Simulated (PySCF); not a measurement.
Electron correlation in Cu²⁺ (copper, charge +2)

[Ar] 3d9, 2D determinant. Computed with PySCF 2.14 in aug-cc-pwCVDZ-PP with ECP10MDF (6s6p5d3f, 70 functions), with a scalar-relativistic core potential. Frozen: 3s2 3p6; 9 electrons correlated.

| level | correlation energy (mhartree) |
| --- | --- |
| CCSD | -321.13 |
| (T) | -7.62 |
| CCSD(T) | -328.75 |

Diagnostics: T1 = 0.0067, D1 = 0.0101, largest double amplitude 0.016.

**Question.** Is a single reference adequate?

**Answer.** Yes: T1 lies below 0.03 and no double amplitude reaches 0.07.
